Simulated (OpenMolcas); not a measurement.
Re6+ among 2 point charges of -1.62 e arranged as a linear pair (D∞h), 1.92 Å from the ion.

```yaml
Program: OpenMolcas
Method: CASSCF
Basis: ANO-RCC-VTZP [8s7p5d3f2g1h]
Scalar_Hamiltonian: DKH2, point nucleus
Active_space: 1 electron in 5 orbitals (5d)
State_averaging: 2S+1 = 2 even, 5 roots
Spin-orbit_coupling: state interaction with AMFI integrals over the reference wave functions
```

(1) What is the spin-free ground state (labels by Λ)?

(2) Where is the first state of the same spin?

(3) What are the lowest two levels with spin-orbit coupling?

(4) What is χT at 300 K, and how does it compare with the textbook value?

Answers

(1) 2Δ, 2-fold in its orbital part, 100 % from free-ion D terms; it has the highest spin that d1 allows.

(2) 2Π at 12700 cm-1 above the ground state.

(3) A 2-fold level with g = 0.00, 0.00, 2.09, then a 2-fold level 9558 cm-1 above it. Their leading multiplicities are 2 (100 %) and 2 (100 %).

(4) The lowest level has 2S+1 = 2, for which the spin-only value is χT = S(S+1) / 2 = 0.375 cm3 K/mol (g = 2). The computed 0.148 at 300 K differs by -0.227, through orbital momentum, spin-orbit coupling and any other state in reach.

This is an electrostatic model: the charges have no orbitals. No measured value stands beside these numbers.
